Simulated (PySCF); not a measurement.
**O⁺: excitation energy**

O⁺ [He] 2s2 2p3 (4S) → O⁺ [He] 2s1 2p3 3d1 (6D), as a difference of total energies. All numbers are calculated (PySCF 2.14, the non-relativistic Hamiltonian (point nucleus), in aug-cc-pwCVQZ). Correlated levels: valence: 1s2 frozen; valence and next inner shell: nothing frozen. The calculations carry no spin-orbit coupling.

```json
{"method": "UHF", "excitation energy (eV)": "35.629"}
{"method": "LDA", "excitation energy (eV)": "37.441"}
{"method": "PBE", "excitation energy (eV)": "37.149"}
{"method": "PBE0", "excitation energy (eV)": "37.230"}
{"method": "r2SCAN", "excitation energy (eV)": "36.819"}
{"method": "TPSS", "excitation energy (eV)": "37.546"}
{"method": "revPBE", "excitation energy (eV)": "37.122"}
{"method": "BHandHLYP", "excitation energy (eV)": "38.300"}
{"method": "MP2 (valence)", "excitation energy (eV)": "37.605"}
{"method": "SCS-MP2 (valence)", "excitation energy (eV)": "38.108"}
{"method": "MP2 (valence and next inner shell)", "excitation energy (eV)": "37.630"}
{"method": "SCS-MP2 (valence and next inner shell)", "excitation energy (eV)": "38.124"}
```

Question: How much does correlation contribute at MP2 (valence and next inner shell)?

Answer: 37.630 − (35.629) = 2.001 eV, measured against UHF.

The upper state lies above the first ionisation limit, but in LS coupling its spin forbids autoionisation to the ground ion. A Rydberg-like electron needs more diffuse functions than a valence basis has.

The promoted electron is Rydberg-like, and one or two diffuse shells describe it only roughly, which tends to raise the upper state.
